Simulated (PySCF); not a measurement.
**F²⁺ (fluorine, charge +2): UHF calculation**

Configuration: [He] 2s2 2p3, high-spin 4S determinant. Calculation: PySCF 2.14, in dyall-acv3z; scalar relativity by spin-free X2C-1e.

```json
{
 "Total energy": "-97.701943 hartree",
 "One-electron energy": "-126.3063 hartree",
 "Hartree (Coulomb) energy": "37.8317 hartree",
 "Exchange energy": "-9.2273 hartree",
 "⟨S²⟩": "3.7539",
 "⟨L²⟩": "0.000",
 "Sum of ⟨r⟩": "4.823 bohr",
 "Sum of ⟨r²⟩": "4.976 bohr²",
 "Langevin diamagnetic susceptibility": "-3.94 ×10⁻⁶ cm³/mol"
}
```

```tsv
shell	electrons	mean orbital energy (hartree)	rms radius, mean of both spins (bohr)
1s α	1	-28.19429	0.203
1s β	1	-28.01653	0.203
2s α	1	-3.24151	1.01
2s β	1	-2.60237	1.01
2p α	3	-2.34762	0.977
```

Spin-orbit constants ζ (cm⁻¹) from the X2C one-electron operator on these orbitals: bare nucleus, nucleus screened by l(l+1)(2l+1)/3 electrons, and screened by the Breit-Pauli mean field of the electrons.

| shell | bare | screened nucleus | mean field |
| --- | --- | --- | --- |
| 2p | 548.8 | 426.9 | 378.6 |
